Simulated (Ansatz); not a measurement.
Geometry optimisation, DFT PBE, scalar-relativistic, plane waves, PAW in Ansatz.

Input file:

```yaml
crystal:
  lattice:
    - [10.86, 0.0, 0.0]
    - [0.0, 10.86, 0.0]
    - [0.0, 0.0, 10.86]
  atoms:
    - { symbol: Si, position: [0.5, 0.0, 0.0] }
    - { symbol: Si, position: [0.625, 0.125, 0.125] }
    - { symbol: Si, position: [0.75, 0.25, 0.0] }
    - { symbol: Si, position: [0.875, 0.375, 0.125] }
    - { symbol: Si, position: [0.75, 0.0, 0.25] }
    - { symbol: Si, position: [0.875, 0.125, 0.375] }
    - { symbol: Si, position: [0.0, 0.0, 0.0] }
    - { symbol: As, position: [0.25, 0.0, 0.25], spin: 1.0 }
    - { symbol: Si, position: [0.25, 0.25, 0.0] }
    - { symbol: Si, position: [0.375, 0.375, 0.125] }
    - { symbol: Si, position: [0.5, 0.5, 0.0] }
    - { symbol: Si, position: [0.625, 0.625, 0.125] }
    - { symbol: Si, position: [0.75, 0.75, 0.0] }
    - { symbol: Si, position: [0.875, 0.875, 0.125] }
    - { symbol: Si, position: [0.375, 0.125, 0.375] }
    - { symbol: Si, position: [0.5, 0.25, 0.25] }
    - { symbol: Si, position: [0.625, 0.375, 0.375] }
    - { symbol: Si, position: [0.75, 0.5, 0.25] }
    - { symbol: Si, position: [0.875, 0.625, 0.375] }
    - { symbol: Si, position: [0.5, 0.0, 0.5] }
    - { symbol: Si, position: [0.625, 0.125, 0.625] }
    - { symbol: Si, position: [0.75, 0.25, 0.5] }
    - { symbol: Si, position: [0.875, 0.375, 0.625] }
    - { symbol: Si, position: [0.75, 0.0, 0.75] }
    - { symbol: Si, position: [0.875, 0.125, 0.875] }
    - { symbol: Si, position: [0.0, 0.5, 0.0] }
    - { symbol: Si, position: [0.125, 0.625, 0.125] }
    - { symbol: Si, position: [0.25, 0.75, 0.0] }
    - { symbol: Si, position: [0.375, 0.875, 0.125] }
    - { symbol: Si, position: [0.0, 0.25, 0.25] }
    - { symbol: Si, position: [0.125, 0.375, 0.375] }
    - { symbol: Si, position: [0.25, 0.5, 0.25] }
    - { symbol: Si, position: [0.375, 0.625, 0.375] }
    - { symbol: Si, position: [0.5, 0.75, 0.25] }
    - { symbol: Si, position: [0.625, 0.875, 0.375] }
    - { symbol: Si, position: [0.0, 0.0, 0.5] }
    - { symbol: Si, position: [0.125, 0.125, 0.625] }
    - { symbol: Si, position: [0.25, 0.25, 0.5] }
    - { symbol: Si, position: [0.375, 0.375, 0.625] }
    - { symbol: Si, position: [0.5, 0.5, 0.5] }
    - { symbol: Si, position: [0.625, 0.625, 0.625] }
    - { symbol: Si, position: [0.75, 0.75, 0.5] }
    - { symbol: Si, position: [0.875, 0.875, 0.625] }
    - { symbol: Si, position: [0.25, 0.0, 0.75] }
    - { symbol: Si, position: [0.375, 0.125, 0.875] }
    - { symbol: Si, position: [0.5, 0.25, 0.75] }
    - { symbol: Si, position: [0.625, 0.375, 0.875] }
    - { symbol: Si, position: [0.75, 0.5, 0.75] }
    - { symbol: Si, position: [0.875, 0.625, 0.875] }
    - { symbol: Si, position: [0.0, 0.75, 0.25] }
    - { symbol: Si, position: [0.125, 0.875, 0.375] }
    - { symbol: Si, position: [0.0, 0.5, 0.5] }
    - { symbol: Si, position: [0.125, 0.625, 0.625] }
    - { symbol: Si, position: [0.25, 0.75, 0.5] }
    - { symbol: Si, position: [0.375, 0.875, 0.625] }
    - { symbol: Si, position: [0.0, 0.25, 0.75] }
    - { symbol: Si, position: [0.125, 0.375, 0.875] }
    - { symbol: Si, position: [0.25, 0.5, 0.75] }
    - { symbol: Si, position: [0.375, 0.625, 0.875] }
    - { symbol: Si, position: [0.5, 0.75, 0.75] }
    - { symbol: Si, position: [0.625, 0.875, 0.875] }
    - { symbol: Si, position: [0.0, 0.75, 0.75] }
    - { symbol: Si, position: [0.125, 0.875, 0.875] }
magnetization:
  spin_polarized: true
total_charge: 2
basis:
  ecutwfc: 420.0
kpoints:
  mp_grid: { grid: [1, 1, 1] }
hamiltonian:
  xc: pbe
  pseudopotentials: { kind: paw, azcp: { folder: soft_1 } }
scf:
  occupations: { method: fermi_dirac, width: 0.05 }
  lower_state_search: "off"
relax:
  f_tol: 0.03
  max_steps: 60
  adjacent_minimum: "off"
output:
  write_density: true
  write_potential: true
  elf: true
  volumetric_format: npy
```

Launched with:

```bash
$ ansatz run input.yaml --threads 4 --pin off --max-ram 10240MiB --backend cpu --events-out ev --progress --plain --runs-dir out
```

Q: Where does it end, and by what steps?

A: The forces met the threshold. The force dipped under the threshold on the way, but the program's further checks kept it going. Limits of this set-up: coarse k mesh, charged cell in a uniform background, uncorrected. After 3 steps the energy has fallen by 0.211 eV; As8 moved furthest, 0.23 Å.

| step | energy less start (eV) | largest force component (eV/Å) | accepted |
| --- | --- | --- | --- |
| 0 | 0.0000 | 0.556 | yes |
| 1 | -0.1947 | 0.162 | yes |
| 2 | -0.2110 | 0.028 | yes |
| 3 | -0.2110 | 0.028 | yes |

```xyz
63
Lattice="10.8600 0.0000 0.0000 0.0000 10.8600 0.0000 0.0000 0.0000 10.8600" Properties=species:S:1:pos:R:3
Si 5.423 -0.002 0.026
Si 6.790 1.357 1.358
Si 8.125 2.721 -0.006
Si 9.503 4.072 1.323
Si 8.146 -0.004 2.719
Si 9.536 1.341 4.039
Si -0.008 0.044 -0.008
As 2.585 0.130 2.585
Si 2.671 2.723 -0.008
Si 4.039 4.039 1.374
Si 5.415 5.420 -0.004
Si 6.793 6.782 1.363
Si 8.155 8.160 -0.004
Si 9.536 9.536 1.374
Si 4.077 1.325 4.077
Si 5.423 2.689 2.717
Si 6.781 4.061 4.067
Si 8.154 5.421 2.733
Si 9.514 6.794 4.067
Si 5.443 -0.032 5.443
Si 6.793 1.352 6.793
Si 8.155 2.719 5.415
Si 9.496 4.079 6.771
Si 8.154 -0.018 8.154
Si 9.503 1.392 9.503
Si -0.006 5.450 -0.006
Si 1.358 6.785 1.358
Si 2.717 8.152 0.026
Si 4.077 9.498 1.390
Si -0.008 2.723 2.671
Si 1.374 4.039 4.039
Si 2.719 5.429 2.719
Si 4.082 6.772 4.082
Si 5.443 8.132 2.747
Si 6.803 9.493 4.082
Si 0.026 -0.002 5.423
Si 1.358 1.357 6.790
Si 2.717 2.689 5.423
Si 4.067 4.061 6.781
Si 5.439 5.417 5.439
Si 6.789 6.786 6.789
Si 8.158 8.136 5.439
Si 9.514 9.508 6.781
Si 2.719 -0.004 8.146
Si 4.039 1.341 9.536
Si 5.415 2.719 8.155
Si 6.771 4.079 9.496
Si 8.145 5.430 8.145
Si 9.496 6.804 9.496
Si 0.026 8.152 2.717
Si 1.390 9.498 4.077
Si -0.004 5.420 5.415
Si 1.363 6.782 6.793
Si 2.747 8.132 5.443
Si 4.082 9.493 6.803
Si -0.006 2.721 8.125
Si 1.323 4.072 9.503
Si 2.733 5.421 8.154
Si 4.067 6.794 9.514
Si 5.439 8.136 8.158
Si 6.781 9.508 9.514
Si -0.004 8.160 8.155
Si 1.374 9.536 9.536
```

Run time: 71 s on 4 threads of Arm Neoverse V1, with other jobs on the host, peak memory 1.7 GiB.
